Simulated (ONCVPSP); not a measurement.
## Varying the ONCV potential for Ta

Base potential:

Ta (Z = 73), optimised norm-conserving Vanderbilt (ONCV), made with ONCVPSP 4.0.1 (LDA (Perdew-Zunger), fully relativistic). Core [Kr] 4d10 4f14, reference 5s2 5p6 5d3 6s1.5 6p0.5. Waves: 5s+6s: rc 1.80 bohr, ncon 3, nbas 6, qcut 8.6 1/bohr, 2 projectors; 5p+6p: rc 2.00 bohr, ncon 4, nbas 9, qcut 8.8 1/bohr, 2 projectors; 5d: rc 2.60 bohr, ncon 5, nbas 10, qcut 6.6 1/bohr, 2 projectors, debl 3.8 Ha. Local part: polynomial inside 1.20 bohr (lpopt 5, dvloc0 1 Ha). Core correction: Teter function fitted to the true core (icmod 2), fcfact 0.25.

Open shells are filled in proportion to 2j + 1.

All-electron outer shells of the reference configuration (LDA (Perdew-Zunger), scalar-relativistic, ld1.x):

```csv
shell,level (eV),outermost node (bohr),outermost maximum (bohr)
4d,-222.79,0.22,0.46
5s,-73.98,0.54,0.98
5p,-40.34,0.58,1.13
4f,-25.72,–,0.44
6s,-6.14,1.32,2.71
5d,-4.46,0.65,1.58
6p,-1.88,1.59,3.80
```

Cutoffs, loose and tight: the cutoffs (Ha) at which the residual kinetic energy of the hardest occupied pseudo-wave falls to 1 and 0.1 mHa per electron. They do not see the model core or the augmentation charge, which bear on the density cutoff. Test errors are all-electron minus pseudo excitation energies from the reference, over the configurations 5s2 5p6 5d3 6s2 6p0; 5s2 5p6 5d3 6s1 6p0; 5s2 5p6 5d3 6s0 6p0; 5s2 5p6 5d3.5 6s1.5 6p0. A dash means not determined; rows that change the core or the reference have their own tests.

A true bound ghost makes a file unfit for plane-wave use even where its test errors are small: the radial tests pick states by their node count and pass the ghost by.

```tsv
change	outcome	cutoff, loose	cutoff, tight	bound ghosts	GHOST(+) flags above zero	largest test error (meV)
base	generated	20 Ha	24 Ha	none	s	+3.0
s: qcut 6.6; p: qcut 6.7; d: qcut 5.1	generated	15 Ha	18 Ha	none	s	+1.0
s: qcut 7.3; p: qcut 7.5; d: qcut 5.6	generated	18 Ha	21 Ha	d5/2	s, d3/2	+2.2
s: qcut 8.8; p: qcut 9; d: qcut 6.8	generated	20 Ha	24 Ha	none	s	+3.2
s: qcut 9.5; p: qcut 9.7; d: qcut 7.3	generated	22 Ha	28 Ha	none	s	+3.4
s: qcut 10.7; p: qcut 11; d: qcut 8.2	failed: ERROR pspot: first pseudo wave function has node, program will stop	–	–	–	–	–
s: qcut 11.4; p: qcut 11.6; d: qcut 8.7	generated	40 Ha	46 Ha	p3/2, p1/2	s	+5.6
s: qcut 12.5; p: qcut 12.8; d: qcut 9.6	failed: ERROR pspot: first pseudo wave function has node, program will stop	–	–	–	–	–
```

(1) What comes out with this change to the base: s: qcut 5.6; p: qcut 5.8; d: qcut 4.3?

Results:

(1) outcome: generated; cutoff, loose: 12 Ha; cutoff, tight: 47 Ha; bound ghosts: none; GHOST(+) flags above zero: s; largest test error (meV): +1.0.
